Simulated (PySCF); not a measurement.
**SeBr⁺: frontier orbitals**

M06-2X at R = 2.187 Å; basis Se x2c-SVPall, Br x2c-SVPall; spin-free X2C with a Gaussian nucleus; PySCF 2.14. State: ³Σ⁻ (triplet), unpaired electrons π ↑↑. Only the outer orbitals are listed, counted within each symmetry.

```csv
spin,orbital,occ.,ε (eV),on Se (%),main shells (%)
α,13σ,1,-33.65,38,"58 Br s, 34 Se s"
α,14σ,1,-29.05,61,"60 Se s, 37 Br s"
α,15σ,1,-19.96,48,"48 Br p, 42 Se p"
α,7π,1,-19.03,57,"56 Se p, 43 Br p"
α,7π,1,-19.03,57,"56 Se p, 43 Br p"
α,8π,1,-16.07,44,"56 Br p, 44 Se p"
α,8π,1,-16.07,44,"56 Br p, 44 Se p"
α,16σ,0,-8.20,55,"52 Se p, 44 Br p"
α,17σ,0,0.51,89,"73 Se s, 12 Se d"
α,9π,0,3.00,64,"63 Se d, 35 Br d"
β,13σ,1,-32.67,22,"74 Br s, 17 Se s"
β,14σ,1,-26.59,72,"72 Se s, 21 Br s"
β,15σ,1,-19.31,49,"47 Br p, 41 Se p, 8 Se s"
β,7π,1,-17.41,18,"82 Br p, 16 Se p"
β,7π,1,-17.41,18,"82 Br p, 16 Se p"
β,8π,0,-10.20,82,"82 Se p, 17 Br p"
β,8π,0,-10.20,82,"82 Se p, 17 Br p"
β,16σ,0,-7.57,58,"54 Se p, 40 Br p"
```

Problem. Which are the highest filled and the lowest empty level, where do they sit, and how wide is the gap?

Solution. Highest filled α 8π at -16.07 eV (in %: 56 Br p, 44 Se p); lowest empty β 8π at -10.20 eV (in %: 82 Se p, 17 Br p); the gap at M06-2X is 5.87 eV. Both belong to one degenerate shell, split only by its one-sided filling, so this is no excitation gap.

| Property | Result |
| --- | --- |
| bond order (Mayer) | 1.59 |
| ⟨S²⟩ | 2.009 |
| charge on Se (Mulliken, basis-dependent) | 0.73 |
| charge on Se (Löwdin, basis-dependent) | 0.67 |
| dipole moment (positive dipole points towards Br; it is taken about the centre of mass and depends on that origin) | -1.81 D |

Spin–orbit coupling is left out. The state was picked by a PBE0 search and need not be the measured ground state.
